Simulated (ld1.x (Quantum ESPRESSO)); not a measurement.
What one change does to a pseudopotential (tin (Sn), TM)

ld1.x (Quantum ESPRESSO) 7.5 input, shortened:

```
&input
   title='Sn', zed=50., rel=1, dft='PBE', iswitch=3,
   config='[Kr] 4d10 5s2 5p2 5d-2'
 /
 &inputp
   pseudotype=2, tm=.true., lloc=2,
   nlcc=.true., rcore=0.95
 /
3
5S  1  0   2.00   0.00  1.55  1.55  0.0
5P  2  1   2.00   0.00  2.65  2.65  0.0
5D  3  2  -2.00  -0.05  2.50  2.50  0.0
 &test
   configts(1)='5s2 5p2'
 /
```

All-electron outer shells of the reference configuration (PBE, scalar-relativistic, ld1.x):

```json
{"shell": "4p", "level (eV)": "-89.70", "outermost node (bohr)": "0.41", "outermost maximum (bohr)": "0.79"}
{"shell": "4d", "level (eV)": "-25.84", "outermost node (bohr)": "0.39", "outermost maximum (bohr)": "0.88"}
{"shell": "5s", "level (eV)": "-10.55", "outermost node (bohr)": "0.98", "outermost maximum (bohr)": "2.01"}
{"shell": "5p", "level (eV)": "-3.69", "outermost node (bohr)": "1.09", "outermost maximum (bohr)": "2.55"}
```

Change: wave 5p (bound): rc 2.65 bohr becomes 5p (bound): rc 3.46 bohr.

Cutoffs: the cutoffs (Ry, on a coarse ladder) from which the occupation-weighted sum of valence levels, in a spherical-Bessel basis at the reference potential, stays within 10 and 1 mRy of its value at 400 Ry; they do not see the model core or the augmentation charge, which bear on the density cutoff. Errors are all-electron minus pseudo energies relative to the spin-unpolarised reference configuration.

Q: What does the change do?

A: The potential gets neither clearly harder nor softer (35 Ry and 100 Ry → 35 Ry and 100 Ry); both files keep a bound ghost (p, s); of the 7 tests that both files solve, the error grows in 4 and shrinks in 2 by more than 15 % and 0.3 meV (median size 25.9 → 17.6 meV).

| quantity | base | changed |
| --- | --- | --- |
| cutoff, loose | 35 Ry | 35 Ry |
| cutoff, tight | 100 Ry | 100 Ry |
| loose cutoff by channel (10 mRy a level) | s 30 Ry, p 10 Ry | s 30 Ry, p 8 Ry |
| bound ghosts | s, p | s, p |
| error for 5s2 5p1, meV [ΔE 6.87 eV] | -14 | -18 |
| error for 5s2 5p0, meV [ΔE 20.83 eV] | -83 | -116 |
| error for 5s1 5p0, meV [ΔE 51.80 eV] | -395 | -486 |
| error for 5s1 5p3, meV [ΔE 6.98 eV] | -26 | -12 |
| error for 5s2 5p1.5, meV [ΔE 2.62 eV] | -2.9 | -3.4 |
| error for 5s0 5p4, meV [ΔE 14.19 eV] | -103 | -47 |
| error for 5s2 5p2.3, meV [ΔE -0.85 eV] | -0.2 | -0.3 |

 A true bound ghost makes a file unfit for plane-wave use even where its test errors are small: the radial tests pick states by their node count and pass the ghost by.
